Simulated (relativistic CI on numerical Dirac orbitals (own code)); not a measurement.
## Radial parameters of Er41+

Calculated at this level of theory: Dirac-Coulomb-Breit CI, orbitals from a KLI potential per configuration, QED by a radiative potential, unscaled Slater integrals (own radial code, finite nucleus).

Slater integrals F^k, G^k are unscaled and averaged over j, outside the closed core [Ne]; ζ comes from projecting the Hamiltonian with its Breit term on Σ l·s of the shell.

- 3s2.3p6.3d9: ζ(3d) = 141540 cm⁻¹; <r>(3d) = 0.1956, <r^2>(3d) = 0.04451 (bohr units).
- 3s2.3p5.3d10: ζ(3p) = 1.0932e+06 cm⁻¹; <r>(3p) = 0.217, <r^2>(3p) = 0.05453 (bohr units).
- 3s2.3p6.3d8.4s: F^2(3d,3d) = 523630, F^4(3d,3d) = 337550, ζ(3d) = 143870, G^2(3d,4s) = 53961 cm⁻¹; <r>(3d) = 0.1942, <r^2>(3d) = 0.04389, <r>(4s) = 0.4321, <r^2>(4s) = 0.21 (bohr units).

Q: Give the Racah parameters of the d shell in 3s2.3p6.3d8.4s.

A: B = F²/49 − 5F⁴/441 = 6859 cm⁻¹ and C = 35F⁴/441 = 26790 cm⁻¹.

Averages of the first 10 configurations, taken without configuration mixing, which lowers the lowest level and can move excited configurations by several eV; other configurations of the list can lie among them:

| Configuration | Parity | States | Average energy above the lowest level (eV) |
| --- | --- | --- | --- |
| 3s2.3p6.3d9 | even | 10 | 17.7 |
| 3s2.3p5.3d10 | odd | 6 | 453.3 |
| 3s.3p6.3d10 | even | 2 | 796.4 |
| 3s2.3p6.3d8.4s | even | 90 | 1314.5 |
| 3s2.3p6.3d8.4p | odd | 270 | 1442.4 |
| 3s2.3p6.3d8.4d | even | 450 | 1601.2 |
| 3s2.3p4.3d10.4s | even | 30 | 2176.4 |
| 3s2.3p4.3d10.4p | odd | 90 | 2304.8 |
| 3s2.3p5.3d9.4s | odd | 120 | 1741.8 |
| 3s2.3p6.3d8.4f | odd | 630 | 1742.4 |
